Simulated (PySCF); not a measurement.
Molecule: 1,2-BN Cyclohexene (B1CCCCN1, C₄H₁₀BN).

Structure with atom numbers: `[BH:1]1[CH2:2][CH2:3][CH2:4][CH2:5][NH:6]1` (H(Xn): hydrogen on atom n).

Spin–spin couplings on one PBE0-D3(BJ)/def2-SVP geometry, PySCF 2.14.0 with density-fitted response routines, gas phase, non-relativistic, equivalent pairs averaged (spin–dipole term only in couplings to heteroatoms); isotopes $^{13}$C, $^{1}$H, $^{11}$B, $^{15}$N; functional B3LYP.

**Question.** How do the couplings (Hz) change with the basis set? Times are CPU seconds on shared hosts with different chips, so compare them loosely. Far from the basis limit: 6-31G*, pcJ-0, def2-TZVP, cc-pVTZ.

**Answer.** 
```
basis set  functions  $^{1}J$(C5,H(C5))  $^{1}J$(B1,H(B1))  $^{1}J$(C3,H(C3))  $^{1}J$(C2,H(C2))  $^{1}J$(C4,H(C4))  $^{1}J$(B1,C2)  $^{1}J$(N6,H(N6))  core-s
   6-31G*        104              154.1              153.3              148.2              146.4              143.6            65.6              -64.8     9.1
    pcJ-0        108              121.6              133.5              116.9              116.2              112.5            42.3              -49.8     9.3
def2-TZVP        246              134.9              140.0              128.4              127.9              123.3            52.8              -57.8      32
    pcJ-1        262              143.0              146.5              136.4              135.5              130.8            52.2              -62.9      78
  cc-pVTZ        320              126.0              145.4              119.4              120.1              114.8            46.4              -48.9      46
```

The Fermi-contact term samples the wavefunction at the nucleus, which is why sets with added tight s functions (names with J) are made for couplings.
